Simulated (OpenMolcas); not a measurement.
# Computed transition rates of Zr III

```
Program             : OpenMolcas 26.06
Method              : SS-CASPT2, IPEA 0.25 Eh, imaginary shift 0.1 Eh (closed shells correlated: 4s 4p)
Basis               : ANO-RCC-VQZP [8s7p5d3f2g1h]
Scalar Hamiltonian  : DKH2, point nucleus
Active space        : 2 electrons in 10 orbitals (4d 5d)
State averaging     : 2S+1 = 3 even, 10 roots; 2S+1 = 1 even, 15 roots
Spin-orbit coupling : state interaction with AMFI integrals over the reference wave functions, term energies averaged over their components
```

Rates come from the transition moments of the reference wave functions (E1 and E2 in the length form). At fixed line strength A goes as λ^-3 for E1 and M1 and as λ^-5 for E2, so a rate at the computed wavelength can be rescaled to the measured one. Measured vacuum wavelengths follow from level energies in Moore, Atomic Energy Levels, vol. II, NSRDS-NBS 35 (1971 reprint of NBS Circular 467, 1952); NIST levels as listed in Rynkun, Gaigalas and Jonsson, Astron. Astrophys. 637, A10 (2020). Branching counts decays inside the model space alone, at computed energies, and the table is only a selection of the E2 and M1 lines, drawn from those between levels with measured partners whose computed energy lies within a factor of 1.5 of the measured one.

```
  Upper    Lower  Type  λ computed (nm)  λ measured (nm)  A computed (s-1)  A rescaled (s-1)  Branching %
4d2 1S0  4d2 1D2    E2            557.9            548.3          5.58e+00          6.09e+00         85.3
4d2 1S0  4d2 3P1    M1            672.2            638.8          7.58e-01                           11.6
4d2 1S0  4d2 3F2    E2            421.8              417          1.24e-01                            1.9
4d2 1S0  4d2 3P2    E2            696.4            660.5          8.24e-02                            1.3
4d2 1D2  4d2 3F3    M1             1970             1976          5.85e-02                           56.9
4d2 1G4  4d2 3F4    M1             1025             1046          5.74e-02                           55.5
4d2 3P0  4d2 3F2    E2             1168             1240          5.41e-02          4.01e-02        100.0
4d2 3P2  4d2 1D2    M1             2805             3229          5.22e-02                           54.9
4d2 1D2  4d2 3F2    M1             1729             1742          4.42e-02                           43.0
4d2 1G4  4d2 3F3    M1            944.7            964.5          4.40e-02                           42.6
4d2 3P1  4d2 3F3    E2             1231             1308          2.72e-02          2.01e-02         40.7
4d2 3P2  4d2 3F4    E2             1280             1360          2.48e-02          1.83e-02         26.1
4d2 3P1  4d2 3F2    E2             1132             1201          2.00e-02          1.49e-02         29.9
4d2 3P1  4d2 1D2    M1             3281             3870          1.85e-02                           27.6
4d2 3F4  4d2 3F3    M1            12090            12420          1.15e-02          1.06e-02        100.0
4d2 3P2  4d2 3F3    E2             1157             1226          1.09e-02          8.16e-03         11.4
4d2 3F3  4d2 3F2    M1            14150            14680          9.00e-03          8.06e-03        100.0
4d2 3P2  4d2 3F3    M1             1157             1226          3.29e-03                            3.5
4d2 3P2  4d2 3F2    E2             1070             1131          2.10e-03          1.59e-03          2.2
4d2 3P2  4d2 3P1    M1            19360            19510          1.81e-03          1.77e-03          1.9
4d2 1G4  4d2 1D2    E2             1815             1884          1.19e-03          9.87e-04          1.2
4d2 3P1  4d2 3F2    M1             1132             1201          8.19e-04                            1.2
4d2 1G4  4d2 3F2    E2            885.6            905.1          5.95e-04                            0.6
4d2 3P1  4d2 3P0    M1            36910            37940          3.58e-04          3.30e-04          0.5
```

Spin-changing lines and M1 lines between different terms are not rescaled, since their strength hangs on the term gaps too.

The largest correction is for 4d2 3P1 → 4d2 3F3 (E2): 2.72e-02 × (1231 / 1308)^5 = 2.01e-02 s-1, a factor of 0.74.

The computed rate and branching of 4d2 3F3 → 4d2 3F2 give the upper level a radiative lifetime of 1.000 / 9.00e-03 s-1 = 1.11e+02 s, counting decays inside the model space alone. The rescaled rate gives about 1.2e+02 s.

These are rates of the free ion; in crystals, glasses and complexes forced electric-dipole and non-radiative decay shorten such lifetimes by orders of magnitude. No measured rate stands beside these. Rescaling mends the energy factor alone: line strengths can still be far off where a level mixes with configurations outside the active space, and weak or spin-changing lines hang on small mixing coefficients that depend on the term gaps too, so rescaling need not improve them.

CASPT2 breaks the degeneracy within a term, and the mean is taken; among the terms shown or strongly mixed into the levels shown the widest spread is 410 cm-1 (4d2 1G). Active for correlation alone: 5d; no level in the range computed is led by a configuration that fills it, so any true level of that kind is missing. Measured partners are found by configuration, term and J. A level has none where our copy of the source lacks it or the pairing is in doubt (some pairs that miss far off the trend of their configuration count as doubtful). Only configurations of the active space appear.
